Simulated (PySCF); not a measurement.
# What a mistake does to a calculation on CGeH8OSi

Calculated results; nothing here was measured. They come from PySCF 2.14.0, an open-source quantum chemistry program, on an isolated molecule that a program drew, which may never have been made. The molecule is CGeH8OSi (charge 0, singlet), drawn as the SMILES string `C[O][GeH2][SiH3]`.

Each row is a Hartree-Fock (HF) and frozen-core CCSD(T) single point in the cc-pV(D+d)Z basis, meant for a local HF minimum. Run 1 is clean. Each other run has one planted mistake out of seven kinds, and not every kind appears here: one electron removed, one electron added, multiplicity raised by two, geometry at a saddle point, minimal basis STO-3G, one bond length entered in bohr, all coordinates scaled. The reference is restricted for singlets and unrestricted otherwise, and also for a bond in bohr. Adding or removing an electron swaps singlet and doublet. Electrons count all cores. HOMO and LUMO are orbital energies over both spins, the gradient is its largest component, and the lowest frequency (negative if imaginary) is given only where the gradient is small. Bond lengths are over the 11 bonds as drawn. T1 is the CCSD diagnostic: over 0.02 (restricted) or 0.045 (unrestricted) a single reference is doubtful. Germanium has the cc-pVDZ-PP basis, with a core potential (ECP10MDF) in place of its 10 inner electrons, and its 3s, 3p and 3d shells are frozen in CCSD(T).

Geometry of the clean run:
```xyz
12
CGeH8OSi, angstrom
C    -3.3114   -0.0674    1.7559
O    -2.5659   -0.4539    0.6406
Ge   -1.8646    0.7172   -0.5129
Si   -0.0863    1.9736    0.5220
H    -2.7120    0.4992    2.4789
H    -4.1793    0.5436    1.4815
H    -3.6751   -0.9672    2.2538
H    -1.3646   -0.1501   -1.6672
H    -2.9922    1.6420   -1.0011
H     0.9700    1.0571    1.0085
H    -0.6051    2.7667    1.6611
H     0.4949    2.8993   -0.4799
```

| run | electrons | basis functions | <S^2> | HOMO (eV) | LUMO (eV) | gradient (hartree/bohr) | lowest frequency (cm^-1) | mean bond (Å) | longest bond (Å) | T1 | HF (hartree) | CCSD(T) (hartree) | mistake |
|---|---|---|---|---|---|---|---|---|---|---|---|---|---|
| 1 | 68 | 114 | 0.000 | -10.41 | 3.20 | 2.3e-05 | 51 | 1.4899 | 2.411 | 0.0126 | -699.70198 | -700.31045 | no fault |
| 2 | 68 | 114 | 2.017 | -3.56 | -0.18 | 1.1e-01 | - | 1.4899 | 2.411 | 0.0570 | -699.49382 | -700.09396 | multiplicity raised by two |
| 3 | 68 | 114 | 0.974 | -9.05 | 1.05 | 4.2e-03 | - | 1.6849 | 4.556 | 0.0168 | -699.61769 | -700.20477 | one bond length entered in bohr |
| 4 | 67 | 114 | 0.766 | -16.07 | -6.00 | 7.2e-02 | - | 1.4899 | 2.411 | 0.0508 | -699.38741 | -699.96498 | one electron removed |
| 5 | 68 | 114 | 0.000 | -10.42 | 3.25 | 8.9e-03 | - | 1.4750 | 2.387 | 0.0124 | -699.70085 | -700.30727 | all coordinates scaled |
| 6 | 69 | 114 | 0.759 | 2.12 | 8.64 | 4.9e-02 | - | 1.4899 | 2.411 | 0.0156 | -699.60329 | -700.23458 | ? |

**Which mistake was planted in run 6, and what did it cost?**

It counts 69 electrons, one more than the clean run, at the same geometry and basis. So the mistake is: one electron added. Subtracting run 1 and multiplying by 627.51 kcal/mol a hartree, the energy moved by 61.9 kcal/mol in HF and 47.6 kcal/mol in CCSD(T).

Cautions from the logs. Run 2: T1 is over the limit, so its CCSD(T) energy is less reliable; run 4: T1 is over the limit, so its CCSD(T) energy is less reliable; run 6: the HOMO is above zero, so the electron isn't bound and the energy depends on the basis.
